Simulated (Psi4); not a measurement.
C2H6N (SMILES CC[NH-]), charge -1, singlet, geometry from GFN2-xTB (a gas-phase anion, which may not be bound at this level), with bond 7-2 at 1.3 times its length; HF/STO-3G (Psi4).

Input for Psi4:
```
memory 2 GB

molecule {
-1 1
C     1.19119079   -0.38292669    0.00717213
C    -0.13122655    0.52167957    0.02064457
N    -1.34791120   -0.10755068    0.08388981
H     2.09946740    0.22915829    0.01714482
H     1.19406526   -1.03706791    0.87919469
H     1.20063277   -1.00631015   -0.88849714
H     0.12806630    1.45374308   -1.17219435
H    -0.02730219    1.17890666    0.90869617
H    -1.45949966   -0.68300083   -0.77374348
}

set {
  basis sto-3g
  scf_type out_of_core
}

energy('scf')
print_variables()
```

It wrote (shortened):

```
   => Loading Basis Set <=

    Name: STO-3G
    Role: ORBITAL
    Keyword: BASIS

         ---------------------------------------------------------
                                   SCF
               by Justin Turney, Rob Parrish, Andy Simmonett
                          and Daniel G. A. Smith
                              RHF Reference
         ---------------------------------------------------------

  ==> Geometry <==

    Molecular point group: c1
    Full point group: C1

    Geometry (in Angstrom), charge = -1, multiplicity = 1:

       Center              X                  Y                   Z               Mass
    ------------   -----------------  -----------------  -----------------  -----------------
         C            1.259189950947    -0.389634593378    -0.003521649484    12.000000000000
         C           -0.063227389053     0.514971666622     0.009950790516    12.000000000000
         N           -1.279912039053    -0.114258583378     0.073196030516    14.003074004430
         H            2.167466560947     0.222450386622     0.006451040516     1.007825032230
         H            1.262064420947    -1.043775813378     0.868500910516     1.007825032230
         H            1.268631930947    -1.013018053378    -0.899190919484     1.007825032230
         H            0.196065460947     1.447035176622    -1.182888129484     1.007825032230
         H            0.040696970947     1.172198756622     0.898002390516     1.007825032230
         H           -1.391500499053    -0.689708733378    -0.784437259484     1.007825032230

  Running in c1 symmetry.

  Rotational constants: A =      1.10825  B =      0.29535  C =      0.26621 [cm^-1]
  Rotational constants: A =  33224.35231  B =   8854.25926  C =   7980.90910 [MHz]
  Nuclear repulsion =   73.985084504070556

  Charge       = -1
  Multiplicity = 1
  Electrons    = 26
  Nalpha       = 13
  Nbeta        = 13

  ==> Algorithm <==

  SCF Algorithm Type is OUT_OF_CORE.
  DIIS enabled.
  MOM disabled.
  Fractional occupation disabled.
  Guess Type is SAD.
  Energy threshold   = 1.00e-06
  Density threshold  = 1.00e-06
  Integral threshold = 1.00e-12

  ==> Primary Basis <==

  Basis Set: STO-3G
    Blend: STO-3G
    Number of shells: 15
    Number of basis functions: 21
    Number of Cartesian functions: 21
    Spherical Harmonics?: true
    Max angular momentum: 1

  ==> Integral Setup <==

  ==> DiskJK: Disk-Based J/K Matrices <==

    J tasked:                  Yes
    K tasked:                  Yes
    wK tasked:                  No
    Schwarz Cutoff:          1E-12

  Minimum eigenvalue in the overlap matrix is 2.2281787184E-01.
  Reciprocal condition number of the overlap matrix is 9.4358278436E-02.
    Using symmetric orthogonalization.

  ==> Pre-Iterations <==

  SCF Guess: Superposition of Atomic Densities via on-the-fly atomic UHF (no occupation information).

   -------------------------
    Irrep   Nso     Nmo
   -------------------------
     A         21      21
   -------------------------
    Total      21      21
   -------------------------

  ==> Iterations <==

                        Total Energy        Delta E     RMS |[F,P]|

   @RHF iter SAD:  -129.03405672246879   -1.29034e+02   0.00000e+00
   @RHF iter   1:  -131.60572834164503   -2.57167e+00   1.78403e-02 DIIS/ADIIS
   @RHF iter   2:  -131.69606749780667   -9.03392e-02   6.49609e-03 DIIS/ADIIS
   @RHF iter   3:  -131.70936005976102   -1.32926e-02   1.32644e-03 DIIS/ADIIS
   @RHF iter   4:  -131.71009075000632   -7.30690e-04   3.42914e-04 DIIS/ADIIS
   @RHF iter   5:  -131.71017304006247   -8.22901e-05   1.16092e-04 DIIS/ADIIS
   @RHF iter   6:  -131.71018488790790   -1.18478e-05   2.32522e-05 DIIS
   @RHF iter   7:  -131.71018530645080   -4.18543e-07   5.95127e-06 DIIS
   @RHF iter   8:  -131.71018533826296   -3.18122e-08   1.28055e-06 DIIS
   @RHF iter   9:  -131.71018534006257   -1.79961e-09   2.24762e-07 DIIS
  Energy and wave function converged.

  ==> Post-Iterations <==

    Orbital Energies [Eh]
    ---------------------

    Doubly Occupied:

       1A    -14.783612     2A    -10.807050     3A    -10.796406
       4A     -0.771366     5A     -0.669271     6A     -0.466021
       7A     -0.329163     8A     -0.320496     9A     -0.240581
      10A     -0.163442    11A     -0.145180    12A      0.036662
      13A      0.122431

    Virtual:

      14A      0.676184    15A      0.874420    16A      0.888999
      17A      0.925595    18A      0.944175    19A      0.975884
      20A      1.072370    21A      1.215573

    Final Occupation by Irrep:
              A
    DOCC [    13 ]
    NA   [    13 ]
    NB   [    13 ]

  @RHF Final Energy:  -131.71018534006257

   => Energetics <=

    Nuclear Repulsion Energy =             73.9850845040705565
    One-Electron Energy =                -332.7235562304243786
    Two-Electron Energy =                 127.0282863862912990
    Total Energy =                       -131.7101853400625373

Computation Completed

Properties will be evaluated at   0.000000,   0.000000,   0.000000 [a0]

Properties computed using the SCF density matrix

 Multipole Moments:

 ------------------------------------------------------------------------------------
     Multipole            Electronic (a.u.)      Nuclear  (a.u.)        Total (a.u.)
 ------------------------------------------------------------------------------------

 L = 1.  Multiply by 2.5417464519 to convert [e a0] to [Debye]
 Dipole X            :         -1.8359543            3.3255702            1.4896158
 Dipole Y            :         -0.5704684            0.0895618           -0.4809066
 Dipole Z            :          1.1855309           -1.0253936            0.1601373
 Magnitude           :                                                    1.5734899

 ------------------------------------------------------------------------------------

  Variable Map:
  ----------------------------------------------------------------------------
  "CURRENT ENERGY"           =>    -131.710185340063
  "CURRENT REFERENCE ENERGY" =>    -131.710185340063
  "DD SOLVATION ENERGY"      =>       0.000000000000
  "HF KINETIC ENERGY"        =>     132.141905770416
  "HF POTENTIAL ENERGY"      =>    -263.852091110479
  "HF TOTAL ENERGY"          =>    -131.710185340063
  "HF VIRIAL RATIO"          =>       1.996732902951
  "NUCLEAR REPULSION ENERGY" =>      73.985084504071
  "ONE-ELECTRON ENERGY"      =>    -332.723556230424
  "PCM POLARIZATION ENERGY"  =>       0.000000000000
  "PE ENERGY"                =>       0.000000000000
  "SCF ITERATION ENERGY"     =>    -131.710185340063
  "SCF ITERATIONS"           =>       9.000000000000
  "SCF TOTAL ENERGY"         =>    -131.710185340063
  "TWO-ELECTRON ENERGY"      =>     127.028286386291

  Array Variable Map:
  ----------------------------------------------------------------------------
  "CURRENT DIPOLE"           =>       1.489615816717 ... 0.160137319749 1 by 3
  "SCF DIPOLE"               =>       1.489615816717 ... 0.160137319749 1 by 3
  "SCF TOTAL ENERGIES"       =>    -129.034056722469 ... -131.710185340063 1 by 10
```
